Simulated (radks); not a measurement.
Q: All-electron calculation, scalar-relativistic Kohn-Sham, PBE, spin-polarised, spherical densities, point nucleus; open shells are filled with parallel spins first (spin-orbit coupling, left out, can overturn this in heavy ions). Program: a radial shooting solver on a logarithmic mesh with Libxc functionals. Each species is in its NIST ground configuration. Rank As, Bi, P, Sb, N by radius at which the density is 0.001 e/bohr^3 (bohr), largest first.

A: Bi 4.74, Sb 4.66, As 4.35, P 4.22, N 3.42.
